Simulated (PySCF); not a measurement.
A structure optimised at B3LYP-D3(BJ)/def2-SVP, used in a PySCF frequency run:

```
Si
C 1 1.8848
H 2 1.1014 1 111.22
H 2 1.1014 3 108.24 1 122.48
H 2 1.1032 3 108.00 4 116.69
C 1 1.8861 2 110.74 3 -58.72
H 6 1.1009 1 110.91 2 56.94
H 6 1.1016 7 108.01 1 -122.09
H 6 1.1037 7 108.47 8 -116.54
C 1 1.8861 2 110.73 3 179.49
H 10 1.1009 1 110.90 2 -56.94
H 10 1.1016 11 108.00 1 122.07
H 10 1.1037 11 108.47 12 116.55
Te 1 2.5337 2 106.49 3 60.37
C 14 2.1907 1 93.41 2 -179.78
H 15 1.0967 14 109.71 1 61.13
H 15 1.0967 16 110.78 8 67.90
H 15 1.0974 16 109.78 17 121.40
```
Charge 0, spin multiplicity 1.

Q: Write its SMILES and formula.

A: C[Te][Si](C)(C)C, C4H12SiTe

Q: What are its rotational constants (standard atomic weights)?

A: 2.1848, 0.97818, 0.86630 GHz
